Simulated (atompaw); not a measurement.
Before and after: PAW (atompaw) potential for Bi (Z = 83)

| Item | Value |
| --- | --- |
| Element | Bi (Z = 83) |
| Generator | atompaw 4.2.0.5 |
| Type | PAW |
| Functional | LDA (PW92) |
| Relativity | scalar-relativistic |
| Frozen core | [Kr] 4d10 4f14 |
| Valence charge | 23 |
| Reference configuration | 5s2 5p6 5d10 6s2 6p2.5 (charge +0.5) |
| Partial waves | 5s (bound): rc 1.45 bohr; 6s (bound): rc 2.15 bohr; 5p (bound): rc 1.70 bohr; 6p (bound): rc 2.15 bohr; 5d (bound): rc 2.15 bohr; 5d channel at -1.85 Ry: rc 2.15 bohr |
| Local potential | ultrasoft scheme with l = 3 at 0 Ry, radius 1.75 bohr |
| Core correction | smooth core density matched at 1.75 bohr |
| Augmentation charge | sinc compensation charge, radius 1.60 bohr; PAW radius 2.15 bohr; waves and projectors: custom polynom2 7 10 vanderbiltortho |

All-electron outer shells of the reference configuration (LDA (PW92), scalar-relativistic, ld1.x):

```
shell  level (eV)  outermost node (bohr)  outermost maximum (bohr)
   4d     -433.81                   0.19                      0.38
   5s     -161.94                   0.44                      0.77
   4f     -156.86                      –                      0.34
   5p      -99.87                   0.48                      0.86
   5d      -31.08                   0.51                      1.03
   6s      -18.46                   0.98                      1.86
   6p       -8.11                   1.14                      2.41
```

Change: all radii scaled by about 1.25 (s 1.80, p 2.12, d 2.68 bohr); local potential ultrasoft scheme with l = 3 at 0 Ry, radius 2.18 bohr; augmentation sinc compensation charge, radius 2.00 bohr; PAW radius 2.68 bohr; waves and projectors: custom polynom2 7 10 vanderbiltortho; core correction smooth core density matched at 2.18 bohr.

Cutoffs: the cutoffs (Ry, on a coarse ladder) from which the occupation-weighted sum of valence levels, in a spherical-Bessel basis at the reference potential, stays within 10 and 1 mRy of its value at 400 Ry; they do not see the model core or the augmentation charge, which bear on the density cutoff.

**Question.** What does the change do?

**Answer.** The potential gets neither clearly harder nor softer (25 Ry and 160 Ry → 30 Ry and 70 Ry); the s channel sets the loose cutoff, while the largest relative change is in p, which becomes softer; neither file shows a bound ghost.

```tsv
quantity	base	changed
cutoff, loose	25 Ry	30 Ry
cutoff, tight	160 Ry	70 Ry
loose cutoff by channel (10 mRy a level)	s 21 Ry, p 21 Ry, d 18 Ry	s 18 Ry, p 15 Ry, d 15 Ry
bound ghosts	none	none
lowest overlap eigenvalue by channel	s 0.32, p 0.57, d 0.91	s 0.71, p 1.00, d 0.99
```

 The cutoffs see the waves, projectors and local potential, not the compensation charge or the core.
